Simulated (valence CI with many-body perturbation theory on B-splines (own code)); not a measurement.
**Which ion has this spectrum?**

A relativistic CI+MBPT calculation for an atom or ion with 39 electrons gives these levels (eV):

```csv
J,Parity,E,g
3/2,even,0.000,0.67
5/2,even,11.516,1.05
3/2,even,13.874,1.22
7/2,even,14.967,1.07
9/2,even,15.425,1.06
1/2,even,15.645,1.89
5/2,even,22.677,1.34
7/2,even,26.501,1.09
9/2,even,27.952,1.14
3/2,even,29.602,1.14
1/2,even,30.603,1.44
11/2,even,31.487,1.09
5/2,even,31.647,1.21
5/2,even,33.846,1.11
```

The energies are calculated, and their last digits are not significant.

Question: Which is it?
A. Er29+
B. Tm30+
C. Yb31+
D. Lu32+

Answer: D. Lu32+, ground level (4d3/2^3) J=3/2.
